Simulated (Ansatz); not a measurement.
`F[SiH2][O][ZnH]` and `FCO[SiH2]F` differ in one atom or group.

Ansatz, PBE0-D4/def2-TZVP geometries, multiplicity 1. Each molecule was computed in one conformer, which needn't be the lowest.

Scalar relativity is left out up to krypton.

```csv
property,`F[SiH2][O][ZnH]`
HOMO–LUMO gap (B3LYP/def2-TZVPP) / eV,7.42
HOMO–LUMO gap (PBE/def2-TZVPP) / eV,5.63
LUMO energy (ωB97M-V/def2-TZVPP) / eV,0.83
size of the dipole moment (PBE/def2-TZVPP) / D,1.97
size of the dipole moment (ωB97M-V/def2-TZVPP) / D,2.01
LUMO energy (PBE/def2-TZVPP) / eV,-1.35
```

(1) What does the change do to each property? (An estimate is asked.)

## Answers

(1) Computed: 
```tsv
property	`FCO[SiH2]F`	shift
HOMO–LUMO gap (B3LYP/def2-TZVPP) / eV	9.23	1.81
HOMO–LUMO gap (PBE/def2-TZVPP) / eV	7.15	1.52
LUMO energy (ωB97M-V/def2-TZVPP) / eV	2.14	1.31
size of the dipole moment (PBE/def2-TZVPP) / D	0.99	-0.98
size of the dipole moment (ωB97M-V/def2-TZVPP) / D	1.04	-0.97
LUMO energy (PBE/def2-TZVPP) / eV	-0.45	0.90
```

With PBE0 the HOMO falls by 0.86 eV and the LUMO rises by 0.94 eV, so the gap widens by about 1.80 eV. PBE moves the HOMO by -0.61 eV and ωB97M-V by -0.96 eV. The zero-point energy changes by 65.8 kJ/mol with +6 modes. Dipoles are sizes alone; their direction can turn.

B3LYP here is the variant with VWN-RPA as its local correlation; programs differ in this.
